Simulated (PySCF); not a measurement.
Isomers of C4H10O2Si. Computed with PySCF, TDDFT PBE0/def2-SVPD, vertical, gas phase, core orbitals frozen in the response. Geometries: GFN2-xTB; one conformer of each isolated species. Triplets are in the Tamm–Dancoff approximation.

A. `CCC(=O)OC[SiH3]`
B. `C(OC(=O)[SiH3])(C)C`
C. `C[Si](C)(C)OC=O`

Lowest singlet levels (six at most, fewer where fewer were computed) with oscillator strengths:

1. 245 nm (f 0.003); 177 nm (f 0.004); 172 nm (f 0.056); 169 nm (f 0.003); 167 nm (f 0.211); 160 nm (f 0.013); T1 4.37 eV
2. 213 nm (f 0.001); 165 nm (f 0.041); 164 nm (f 0.005); 160 nm (f 0.036); 156 nm (f 0.059); 153 nm (f 0.053); T1 5.25 eV
3. 208 nm (f 0.002); 174 nm (f 0.001); 172 nm (f 0.035); 166 nm (f 0.030); 157 nm (f 0.019); 156 nm (f 0.008); T1 5.57 eV

Task: Which spectrum belongs to which structure?

Result: 1 = B, 2 = C, 3 = A.
- A: S1 at 5.97 eV, HOMO→LUMO (85%), HOMO-3→LUMO (9%); Löwdin shares by element: HOMO oxygen 29% or more, hydrogen 26% or more, silicon 24% (atoms not listed hold the other 22%); LUMO carbon 44% or more, oxygen 38% (atoms not listed hold the other 18%); HOMO -7.91 and LUMO -0.20 eV.
- B: S1 at 5.05 eV, HOMO→LUMO (97%); S1 has the pattern of n→π* at C=O; HOMO -7.68 and LUMO -0.60 eV.
- C: S1 at 5.83 eV, HOMO→LUMO (97%); S1 has the pattern of n→π* at C=O; HOMO -8.19 and LUMO 0.02 eV; point group Cs.
A and C have S1 within 0.14 eV of each other; their strongest listed levels stand at 7.22 eV (f 0.035) and 7.97 eV (f 0.059).
